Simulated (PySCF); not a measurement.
Working out the ionisation energy of Mn

Mn [Ar] 3d5 4s2 (6S) → Mn⁺ [Ar] 3d5 4s1 (7S). Calculation: PySCF 2.14, in aug-cc-pVTZ-DK (8s7p5d3f2g, 93 functions); the spin-free X2C one-electron Hamiltonian (Gaussian nucleus). Frozen: [Ar]. Energies in hartree (1 hartree = 27.21139 eV):

```
             part    Mn (lower)   Mn⁺ (upper)
              UHF  -1157.383297  -1157.161987
MP2 opposite-spin     -0.038375      0.000000
    MP2 same-spin     -0.085669     -0.086518
```

**Question.** What does Hartree-Fock give?

**Answer.** (-1157.161987) − (-1157.383297) = 0.221310 hartree = 6.022 eV.

**Question.** What do MP2 and SCS-MP2 (6/5 opposite-spin, 1/3 same-spin) give?

**Answer.** The opposite-spin parts differ by 1.044 eV and the same-spin parts by -0.023 eV. MP2: 6.022 + (1.044) + (-0.023) = 7.043 eV. SCS-MP2: 6.022 + 1.2 × (1.044) + (-0.023)/3 = 7.267 eV.

Measured between the centres of the two terms (NIST): 7.434 eV, so MP2 (valence) is off by -0.391 eV.

What remains against the reference includes basis incompleteness, the frozen core and correlation beyond second order.
